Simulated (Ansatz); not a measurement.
A single point on `[S]=[W]([Cl])([Cl])([Cl])[Cl]`.

```yaml
crystal:
  periodic: [false, false, false]
  atoms:
    - {symbol: S, position_ang: [-1.007942, 0.096035, -1.864738]}
    - {symbol: W, position_ang: [-0.009634, -0.008933, -0.038156]}
    - {symbol: Cl, position_ang: [-1.605627, -0.693730, 1.448624]}
    - {symbol: Cl, position_ang: [0.790238, -2.148525, 0.056011]}
    - {symbol: Cl, position_ang: [2.135278, 0.618147, -0.520633]}
    - {symbol: Cl, position_ang: [-0.260214, 2.072907, 0.872692]}
basis:
  gaussian: {orbitals: def2-TZVPP}
hamiltonian: {xc: pbe}
correlation: {method: rpa}
```

```sh
$ ansatz run in.yaml --threads 4 --pin off --events-out ev --progress --plain --max-ram 11315MiB
```

Output, abridged:

```
Functional definition: PBE
1625 factors; integrals over basis functions are off by at most 3.9e-4 eV
mean field evaluation 1: about -62735.0983 eV, gradient 3.1e1 eV
mean field evaluation 2: about -62735.0825 eV, gradient 3.1e1 eV
mean field evaluation 4: about -62733.1403 eV, gradient 4.0e1 eV
mean field evaluation 8: about -62737.2184 eV, gradient 4.6e-1 eV
mean field evaluation 16: about -62737.2188 eV, gradient 1.9e-4 eV
mean field -62737.21883889 eV, -2305.5502675151 hartree, gradient 4.7e-6 eV, S^2 0.000000; 0 other end points of the search recorded, 0 dependent functions left out
25 core orbitals not correlated: weight in the atoms' cores, before any rotation towards them, 1.000 or more for the frozen orbitals, at most 0.000 for the correlated occupied ones
reference -62642.51835767 eV, -2302.0700890205 hartree; 24, 24 occupied and 217, 217 virtual orbitals, 1625 factors
Total energy: -62702.43835406 eV, -2304.2721082726 hartree
```

Hardware: 4 threads of an Arm Neoverse V2 on a shared host. Wall time 12 s, peak host memory 0.77 GiB.
